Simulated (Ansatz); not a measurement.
Input and output for C$_{3}$H$_{4}$FInO (`C#C[O][In]([CH3])[F]`).

```yaml
crystal:
  periodic: [false, false, false]
  atoms:
    - {symbol: C, position_ang: [-1.873886, 1.246067, 2.836537]}
    - {symbol: C, position_ang: [-1.706485, 0.193425, 1.574225]}
    - {symbol: O, position_ang: [-1.098763, -0.345570, 0.709361]}
    - {symbol: In, position_ang: [0.344748, 0.248825, -0.300511]}
    - {symbol: C, position_ang: [1.421046, -1.265234, -1.561352]}
    - {symbol: F, position_ang: [0.829560, 2.009689, -0.103158]}
    - {symbol: H, position_ang: [-2.270036, 1.730101, 3.156511]}
    - {symbol: H, position_ang: [0.930394, -1.031408, -2.951728]}
    - {symbol: H, position_ang: [2.324774, -0.909956, -2.035157]}
    - {symbol: H, position_ang: [1.097868, -2.340487, -1.745667]}
basis:
  gaussian: {orbitals: def2-mTZVPP}
hamiltonian: {xc: {name: wB97X-V}}
output: {forces: true}
```

```sh
$ ansatz run in.yaml --threads 4 --pin off --events-out ev --progress --plain --max-ram 10444MiB
```

Output, abridged:

```
Functional definition: wB97X-V
1577 factors; integrals over basis functions are off by at most 1.1e-3 eV
370 factors; integrals over basis functions are off by at most 7.2e-6 eV
mean field evaluation 1: about -13087.8836 eV, gradient 7.2e1 eV
mean field evaluation 2: about -13071.6056 eV, gradient 1.1e2 eV
mean field evaluation 4: about -13098.7943 eV, gradient 9.5e0 eV
mean field evaluation 8: about -13099.1400 eV, gradient 1.3e0 eV
mean field evaluation 16: about -13099.1492 eV, gradient 9.3e-3 eV
mean field -13099.14920773 eV, -481.3848544619 hartree, gradient 6.6e-5 eV, S^2 0.000000; 0 other end points of the search recorded, 0 dependent functions left out
reference -13099.14920480 eV, -481.3848543542 hartree; 30, 30 occupied and 131, 131 virtual orbitals, 1577 factors
Total energy: -13099.14920480 eV, -481.3848543542 hartree
Atom 0 at    -1.873886     1.246067     2.836537 Å, force    30.474349   -40.106427   -30.092654 eV/Å
Atom 1 at    -1.706485     0.193425     1.574225 Å, force    -5.967789    10.621653    13.182287 eV/Å
Atom 2 at    -1.098763    -0.345570     0.709361 Å, force    -0.276082    -4.058369    -1.283025 eV/Å
Atom 3 at     0.344748     0.248825    -0.300511 Å, force     4.010865    -2.958169    -4.035472 eV/Å
Atom 4 at     1.421046    -1.265234    -1.561352 Å, force    -3.318381     0.716615    -5.043777 eV/Å
Atom 5 at     0.829560     2.009689    -0.103158 Å, force     0.729878     2.967793     0.322230 eV/Å
Atom 6 at    -2.270036     1.730101     3.156511 Å, force   -28.138280    32.125512    20.900357 eV/Å
Atom 7 at     0.930394    -1.031408    -2.951728 Å, force     0.430800    -0.023656     3.820253 eV/Å
Atom 8 at     2.324774    -0.909956    -2.035157 Å, force     1.106587    -0.456863     0.964384 eV/Å
Atom 9 at     1.097868    -2.340487    -1.745667 Å, force     0.948053     1.171911     1.265417 eV/Å
Dipole moment:     0.469990    -0.523148    -1.036468 e Å
```

It took 12 s on 4 threads of an Arm Neoverse V1 on a shared host, with 0.57 GiB of host memory at the peak.
